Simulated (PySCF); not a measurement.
Species: C₄H₉FO₂Si₂.
SMILES with atom numbers: `[OH:1][SiH2:2][O:3][C:4]1=[C:5]([CH2:6][SiH3:7])[C@@H:8]1[F:9]`

NICS = −σ at a ghost point: NICS(0) at the centroid of the ring atoms, NICS(1) 1 Å to either side along the normal of their mean plane, zz for the tensor component along that normal. Level: GIAO PBE0/pcSseg-1 (PySCF, non-relativistic, gas phase) on the GFN2-xTB geometry, one conformer.

Ring bond lengths (Å), with Mayer bond orders in brackets: C4–C5 1.311 (1.60), C5–C8 1.490 (0.87), C8–C4 1.473 (1.04).

Q: Give the NICS values of each ring in ppm.

A: 
| ring | type | NICS(0) | NICS(1), two faces | NICS(1)zz, two faces | rms pucker (Å) | centre to ring atoms, mean (Å) |
| --- | --- | --- | --- | --- | --- | --- |
| C4–C5–C8 | 3-membered carbocycle; formal bonds 1 double, 2 single | -32.5 | -6.6 / -10.6 | -8.8 / -18.6 | 0.00 | 0.82 |

Q: What do they say, and how far can they be read as aromaticity?

A: 
- C4–C5–C8: mean NICS(1)zz -13.7 ppm, shielded. C8 has four or more neighbours; no verdict on aromaticity is drawn. The two faces differ by 9.8 ppm, so no symmetry operation interchanges them. NICS(0) lies 24 ppm below the mean NICS(1).

Q: At the second NICS(1) probe listed for ring C4–C5–C8, 1 Å off the ring, what do the in-plane components average?

A: The isotropic value is a third of the trace: (3 × -10.6 − (-18.6))/2 = -6.6 ppm.

Time: 49 s of wall time; peak memory 0.94 GiB. Hardware: one thread, Arm Neoverse V1 (aarch64), no GPU, on a shared host. This is the whole shielding run at PBE0/pcSseg-1, SCF included.

Shape of the structure used: `[OH:1][SiH2:2][O:3][C:4]1=[C:5]([CH2:6][SiH3:7])[C@@H:8]1[F:9]`: O1–Si2–O3–C4 176°, Si2–O3–C4–C5 166°, C4–C5–C6–Si7 -94°, H–O1–Si2–O3 33°.
